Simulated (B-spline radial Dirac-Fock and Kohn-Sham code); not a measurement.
I⁷⁺: non-radiative channels of the M1 vacancy

System: the I⁷⁺ ion, configuration 1s2 2s2 2p6 3s2 3p6 3d10 4s2 4p6 4d10.

Input of the calculation (task.json; shells as n, l, electrons):

```json
{"items": [{
  "Z": 53,
  "q": 7,
  "cfg": [[1, 0, 2], [2, 0, 2], [2, 1, 6], [3, 0, 2], [3, 1, 6], [3, 2, 10], [4, 0, 2], [4, 1, 6], [4, 2, 10]],
  "A": 127,
  "rrms": 4.75,
  "do": ["binding", "quiet", "decay"],
  "holes": ["K", "L1", "L2", "L3", "M1", "M2", "M3", "M4", "M5", "N1", "N2", "N3", "N4", "N5"]
}]}
```

Run with: `python xray_run.py task.json out`

Model: a relativistic independent-particle model: LDA orbitals of the hole state, radiative multipoles to third order, Auger rates from the Coulomb interaction with a continuum orbital, Dirac-Fock energies. Program: an atomic code on a B-spline grid. Kinetic energies are configuration averages from the vacuum level; the two-hole energies are estimated from single-hole states.

| transition | kinetic energy (eV) | width (meV) | share (%) |
| --- | --- | --- | --- |
| M1-M3N4 | 18.69 | 920 | 19.1 |
| M1-M3N5 | 20.74 | 1350 | 28.0 |
| M1-M4N1 | 114.8 | 441 | 9.2 |
| M1-M5N1 | 126.3 | 644 | 13.4 |
| M1-M5N3 | 190.0 | 178 | 3.7 |
| M1-M4N4 | 265.2 | 121 | 2.5 |
| M1-M4N5 | 266.5 | 153 | 3.2 |
| M1-M5N4 | 276.1 | 160 | 3.3 |
| M1-M5N5 | 278.5 | 249 | 5.2 |
| M1-N1N5 | 708.2 | 126 | 2.6 |

Coster-Kronig rates are the weakest part of this model and often come out 1.5 to 2.5 times too large. The listed channels hold 90 % of the non-radiative rate. Summed by principal shells, of 4.81 eV in all: MMN 91.3 %, MNN 8.7 %.
